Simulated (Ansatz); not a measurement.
Consider the ligand exchange at the Si–F bond: `F[SiH]1[CH2][AlH]1` + HCl → `Cl[SiH]1[CH2][AlH]1` + H–F.

Computed with Ansatz on PBE0-D4/def2-TZVP structures; ΔE is electronic, products minus reactants. CCSD(T)/CBS is the MP2 limit (def2-TZVPP, def2-QZVPP) plus CCSD(T) − MP2 in def2-TZVPP, frozen cores. This one scheme is used for every species. Functionals use def2-TZVPP. B3LYP here is the variant with VWN-RPA as its local correlation; programs differ in this. HSE06 is defined as in plane-wave codes.

```tsv
level	ΔE (kcal/mol)	difference from CCSD(T)/CBS
B97M-V	9.1	2.2
B3LYP-D4	8.0	1.1
HSE06-D4	5.7	-1.2
BHLYP-D4	8.1	1.2
ωB97M-V	7.9	1.0
PBE-QIDH	6.3	-0.6
r2SCAN	8.1	1.2
PBE0	6.6	-0.3
CCSD(T)/def2-SVP	7.4	0.5
CCSD/CBS(def2)	7.4	0.5
CCSD(T)/CBS	6.9	0
```

Largest T1 diagnostic among the species: 0.013.

In def2-TZVPP, CCSD(T) changes the Hartree–Fock value by −1.9 kcal/mol (the triples alone add −0.5 kcal/mol) and MP2 by −3.3 kcal/mol. Leaving LDA and LC-ωPBE aside and taking each functional with its dispersion term where it has one, the values, not all of them listed here, spread over 4.2 kcal/mol, from revPBE-D4 to CAM-B3LYP-D4. The D4 term adds −1.5 kcal/mol with B3LYP and −0.8 kcal/mol with PBE0; it sums over pairs of atoms, weighted by their polarisabilities, and B3LYP, whose exchange is more repulsive, gets the larger term.
